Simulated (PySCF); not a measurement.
C₃H₉N, triplet, at the geometry of the source list (a higher spin typed on purpose: for a closed-shell molecule this is an excited state) (in this run its highest filled SCF level lies above zero, so its values depend strongly on the basis, on diffuse functions most of all); DF-BLYP/LANL2DZ (PySCF).

Here is a job for PySCF.
```python
from pyscf import gto, scf, dft

mol = gto.Mole()
mol.atom = '''
    C    -0.61420000    1.11590000    0.56410000
    C    -0.09010000    0.02020000   -0.36040000
    C     1.35060000   -0.34120000   -0.00900000
    N    -0.92020000   -1.16670000   -0.18850000
    H     0.00310000    2.00670000    0.48570000
    H    -0.60020000    0.76100000    1.59070000
    H    -1.63700000    1.37810000    0.30330000
    H    -0.11220000    0.39990000   -1.40170000
    H     1.72360000   -1.11430000   -0.67700000
    H     1.39180000   -0.71630000    1.00970000
    H     1.99300000    0.53090000   -0.09460000
    H    -0.60270000   -1.91270000   -0.79820000
    H    -1.88540000   -0.96140000   -0.42410000
'''
mol.basis = 'lanl2dz'
mol.spin = 2
mol.verbose = 4
mol.build()

mf = dft.UKS(mol)
mf.xc = 'blyp'
mf = mf.density_fit(auxbasis='def2-universal-jkfit')
mf.kernel()
```

It wrote (shortened):

```
PySCF version 2.14.0

[INPUT] verbose = 4
[INPUT] num. atoms = 13
[INPUT] num. electrons = 34
[INPUT] charge = 0
[INPUT] spin (= nelec alpha-beta = 2S) = 2
[INPUT] symmetry False subgroup None
[INPUT] Mole.unit = angstrom
[INPUT] Symbol           X                Y                Z      unit          X                Y                Z       unit  Magmom
[INPUT]  1 C     -0.614200000000   1.115900000000   0.564100000000 AA   -1.160669785708   2.108745382402   1.065994506867 Bohr   0.0
[INPUT]  2 C     -0.090100000000   0.020200000000  -0.360400000000 AA   -0.170264323823   0.038172467716  -0.681057295293 Bohr   0.0
[INPUT]  3 C      1.350600000000  -0.341200000000  -0.009000000000 AA    2.552264103838  -0.644774553702  -0.017007535121 Bohr   0.0
[INPUT]  4 N     -0.920200000000  -1.166700000000  -0.188500000000 AA   -1.738925979825  -2.204743469530  -0.356213374481 Bohr   0.0
[INPUT]  5 H      0.003100000000   2.006700000000   0.485700000000 AA    0.005858150986   3.792113414165   0.917839978701 Bohr   0.0
[INPUT]  6 H     -0.600200000000   0.761000000000   1.590700000000 AA   -1.134213619964   1.438081580794   3.005987346346 Bohr   0.0
[INPUT]  7 H     -1.637000000000   1.378100000000   0.303300000000 AA   -3.093481665913   2.604231572263   0.573153933581 Bohr   0.0
[INPUT]  8 H     -0.112200000000   0.399900000000  -1.401700000000 AA   -0.212027271176   0.755701477214  -2.648829108803 Bohr   0.0
[INPUT]  9 H      1.723600000000  -1.114300000000  -0.677000000000 AA    3.257131948300  -2.105721820603  -1.279344586331 Bohr   0.0
[INPUT] 10 H      1.391800000000  -0.716300000000   1.009700000000 AA    2.630120820170  -1.353610823026   1.908056467973 Bohr   0.0
[INPUT] 11 H      1.993000000000   0.530900000000  -0.094600000000 AA    3.766224166258   1.003255599532  -0.178768091384 Bohr   0.0
[INPUT] 12 H     -0.602700000000  -1.912700000000  -0.798200000000 AA   -1.138937935275  -3.614479158456  -1.508379392628 Bohr   0.0
[INPUT] 13 H     -1.885400000000  -0.961400000000  -0.424100000000 AA   -3.562889635255  -1.816782696157  -0.801432849428 Bohr   0.0

nuclear repulsion = 136.088350249605
number of shells = 38
number of NR pGTOs = 136
number of NR cGTOs = 54
basis = lanl2dz
ecp = {}

******** <class 'pyscf.df.df_jk.DFUKS'> ********
method = DFUKS
initial guess = minao
damping factor = 0
level_shift factor = 0
DIIS = <class 'pyscf.scf.diis.CDIIS'>
diis_start_cycle = 1
diis_space = 8
diis_damp = 0
SCF conv_tol = 1e-09
SCF conv_tol_grad = None
SCF max_cycles = 50
direct_scf = False
number electrons alpha = 18  beta = 16
XC library pyscf.dft.libxc version 7.1.2
    S. Lehtola, C. Steigemann, M. J. T. Oliveira, and M. A. L. Marques,  SoftwareX 7, 1–5 (2018)
XC functionals = blyp
    A. D. Becke,  Phys. Rev. A 38, 3098 (1988)
    C. Lee, W. Yang, and R. G. Parr,  Phys. Rev. B 37, 785 (1988)
    B. Miehlich, A. Savin, H. Stoll, and H. Preuss,  Chem. Phys. Lett. 157, 200 (1989)
radial grids:
    Treutler-Ahlrichs [JCP 102, 346 (1995); DOI:10.1063/1.469408] (M4) radial grids

becke partition: Becke, JCP 88, 2547 (1988); DOI:10.1063/1.454033
pruning grids: <function nwchem_prune>
grids dens level: 3
symmetrized grids: False
atomic radii adjust function: <function treutler_atomic_radii_adjust>
small_rho_cutoff = 0
Set gradient conv threshold to 3.16228e-05
tot grids = 144528
init E= -174.428272570041

cycle= 1 E= -174.017886391421  delta_E= 0.41  |g|= 0.341  |ddm|= 6.55

cycle= 2 E= -173.566002160152  delta_E= 0.452  |g|= 0.787  |ddm|= 4.74

cycle= 3 E= -174.030486677252  delta_E= -0.464  |g|= 0.336  |ddm|= 4.35

cycle= 4 E= -174.092569914307  delta_E= -0.0621  |g|= 0.0708  |ddm|= 1.84

cycle= 5 E= -174.094794036108  delta_E= -0.00222  |g|= 0.0395  |ddm|= 0.542

cycle= 6 E= -174.095850686492  delta_E= -0.00106  |g|= 0.00979  |ddm|= 0.375

cycle= 7 E= -174.095899570686  delta_E= -4.89e-05  |g|= 0.00313  |ddm|= 0.0776

cycle= 8 E= -174.095907958737  delta_E= -8.39e-06  |g|= 0.0005  |ddm|= 0.0443

cycle= 9 E= -174.095908248172  delta_E= -2.89e-07  |g|= 0.000186  |ddm|= 0.00878

cycle= 10 E= -174.095908281873  delta_E= -3.37e-08  |g|= 2.96e-05  |ddm|= 0.00255

cycle= 11 E= -174.095908282394  delta_E= -5.2e-10  |g|= 1.56e-05  |ddm|= 0.000497

Extra cycle  E= -174.095908281834  delta_E= 5.59e-10  |g|= 2.91e-05  |ddm|= 0.00074
converged SCF energy = -174.095908281834  <S^2> = 2.0019856  2S+1 = 3.0013234
```
